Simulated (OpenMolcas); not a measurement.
A calculation on V II.

- Program: OpenMolcas
- Method: CASSCF
- Basis: ANO-RCC-VTZP [6s5p3d2f1g]
- Scalar Hamiltonian: DKH2, point nucleus
- Active space: 4 electrons in 11 orbitals (3d 4s 4d)
- State averaging: 2S+1 = 5 even, 15 roots; 2S+1 = 3 even, 49 roots kept (CI in the orbitals of an earlier block); 2S+1 = 1 even, 9 roots kept (CI in the orbitals of an earlier block)
- Spin-orbit coupling: state interaction with AMFI integrals over the reference wave functions, term energies averaged over their components

Problem. Which level of the active space comes out lowest?

Solution. 3d4 5D0, with 100 % of that term; it is also the measured ground level.

Problem. How high does 3d3 4s 5F3 lie?

Solution. 0.0517 eV above the lowest level; measured 0.3482 eV above the ground level, so the calculation is off by -85 %.

Problem. How high does 3d3 4s 3F3 lie?

Solution. 0.9801 eV above the lowest level; measured 1.0963 eV above the ground level, so the calculation is off by -11 %.

Problem. How high does 3d3 4s 3F2 lie?

Solution. 0.9533 eV above the lowest level; measured 1.0713 eV above the ground level, so the calculation is off by -11 %.

Measured values: NIST Handbook of Basic Atomic Spectroscopic Data.

Without dynamic correlation excited terms often stand tens of per cent too high (terms of higher spin than the ground term too low), and those without a measured partner can miss by more than the paired ones. Terms from blocks run as CI alone lack orbitals of their own. Active for correlation alone: 4d; no level in the range computed is led by a configuration that fills it, so any true level of that kind is missing. Computed and measured levels are paired by configuration, term and J; levels that our copy of the source lacks, or whose pairing is in doubt (as where it misses far off the trend of its configuration), stay unpaired and out of the deviations. Levels of configurations outside the active space are missing.
